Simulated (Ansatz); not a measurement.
Single points on Sr₄.

```yaml
crystal:
  periodic: [false, false, false]
  atoms:
    - {symbol: Sr, position_ang: [-2.009449, 1.358500, 0.750517]}
    - {symbol: Sr, position_ang: [0.064085, -2.198006, 1.271254]}
    - {symbol: Sr, position_ang: [-0.185629, -0.461062, -2.489892]}
    - {symbol: Sr, position_ang: [2.130994, 1.300567, 0.468131]}
basis:
  gaussian: {orbitals: def2-TZVP, initial_orbitals: start.molden}
hamiltonian: {xc: {name: wB97M-V}}
scf: {omitted_lower_state_checks: [starts]}
output: {orbitals: {seedname: orbitals}}
```

The file start.molden holds the orbitals of an earlier run on this structure, at another level or in another basis.

```sh
$ ansatz run in.yaml --threads 4 --pin off --events-out ev --progress --plain --max-ram 3916MiB
```

Shortened log:

```
Functional definition: wB97M-V
1252 factors; their error is unknown
444 factors; integrals over basis functions are off by at most 2.2e-5 eV
mean field evaluation 1: about -3334.2991 eV, gradient 3.2e0 eV
mean field evaluation 2: about -3334.4672 eV, gradient 9.8e-2 eV
mean field evaluation 4: about -3334.4736 eV, gradient 3.2e-4 eV
mean field -3334.47361864 eV, -122.5396452976 hartree, gradient 1.3e-5 eV, S^2 0.000000; 0 other end points of the search recorded, 0 dependent functions left out
reference -3334.47366694 eV, -122.5396470727 hartree; 20, 20 occupied and 112, 112 virtual orbitals, 1252 factors
Total energy: -3334.47366694 eV, -122.5396470727 hartree
Checks for a lower state left out: starts
```

It took 15 s on 4 threads of Arm Neoverse N1 on a shared host.

As the first input, with `hamiltonian: {xc: pbe}`, `output: {forces: true, orbitals: {seedname: orbitals}}` (abridged; 3.1 s):

```
Functional definition: PBE
mean field -3341.77091574 eV, -122.8078160199 hartree, gradient 1.6e-5 eV, S^2 0.000000
Total energy: -3341.77095422 eV, -122.8078174338 hartree
Atom 0 force     0.023507    -0.013768    -0.001845 eV/Å
Atom 1 force    -0.005270     0.022900    -0.016358 eV/Å
Atom 2 force     0.007352     0.001220     0.026241 eV/Å
Atom 3 force    -0.025589    -0.010352    -0.008039 eV/Å
Dipole moment:     0.000151    -0.000052     0.000117 e Å
Checks for a lower state left out: starts
```

The first input with `hamiltonian: {xc: r2scan}` (abridged; 6.5 s):

```
Functional definition: r2SCAN
mean field -3342.43476956 eV, -122.8322121976 hartree, gradient 1.4e-5 eV, S^2 0.000000
Total energy: -3342.43478171 eV, -122.8322126441 hartree
Checks for a lower state left out: starts
```

The first input with `hamiltonian: {xc: {name: wB97X-V}}` (abridged; 14 s):

```
Functional definition: wB97X-V
mean field -3339.31441919 eV, -122.7175414368 hartree, gradient 2.4e-5 eV, S^2 0.000000
Total energy: -3339.31441737 eV, -122.7175413697 hartree
Checks for a lower state left out: starts
```

First input, but with `hamiltonian: {xc: pbe0}` (abridged; 2.3 s):

```
Functional definition: PBE0
mean field -3340.92559586 eV, -122.7767510870 hartree, gradient 8.1e-6 eV, S^2 0.000000
Total energy: -3340.92562437 eV, -122.7767521350 hartree
Checks for a lower state left out: starts
```

First input, but with `gaussian: {orbitals: def2-TZVPP, initial_orbitals: start.molden}`, `correlation: {method: ccsd_t}` and without the key `hamiltonian` (abridged; 95 s):

```
Functional definition: HF
mean field evaluation 16: about -3299.6124 eV, gradient 6.6e0 eV
mean field evaluation 32: about -3300.1167 eV, gradient 4.0e0 eV
mean field evaluation 64: about -3300.4862 eV, gradient 6.0e-2 eV
mean field -3303.06506065 eV, -121.3854020810 hartree, gradient 3.4e-6 eV, S^2 0.000000; unrestricted orbitals would lower it
second order -24.06276385 eV of doubles, -0.00000000 eV of singles
cycle   1  -24.39111970 eV  change   -3.3e-1 eV  update   1.5e-1
cycle   2  -24.93014915 eV  change   -5.4e-1 eV  update   5.4e-2
cycle   3  -25.06702666 eV  change   -1.4e-1 eV  update   2.5e-2
cycle   4  -25.04562281 eV  change    2.1e-2 eV  update   8.7e-3
cycle   5  -25.03295323 eV  change    1.3e-2 eV  update   3.8e-3
cycle   6  -25.03575567 eV  change   -2.8e-3 eV  update   1.7e-3
cycle   7  -25.03645800 eV  change   -7.0e-4 eV  update   6.1e-4
cycle   8  -25.03628055 eV  change    1.8e-4 eV  update   2.6e-4
cycle   9  -25.03611458 eV  change    1.7e-4 eV  update   8.2e-5
cycle  10  -25.03606590 eV  change    4.9e-5 eV  update   3.2e-5
perturbative correction -1.08936729 eV, -0.0400335096 hartree
Total energy: -3329.19049384 eV, -122.3454940423 hartree
Checks for a lower state left out: starts
```

Geometry: PBE0/def2-TZVP.

In the def2 sets Sr takes a core potential; there is no spin–orbit coupling. Correlated methods freeze no core orbitals; core or outer-core shells of Sr are correlated, in sets that lack core-valence functions. The restricted singlet is unstable towards broken spin symmetry in Hartree–Fock (as tested in another run); at ωB97M-V/def2-TZVP, PBE/def2-TZVP, r2SCAN/def2-TZVP, ωB97X-V/def2-TZVP and others this wasn't settled. At CCSD(T)/def2-TZVPP the restricted singlet (for correlated methods, its reference) is unstable: a solution with broken spin symmetry lies lower. The structure comes from a short search, and lower isomers may exist.
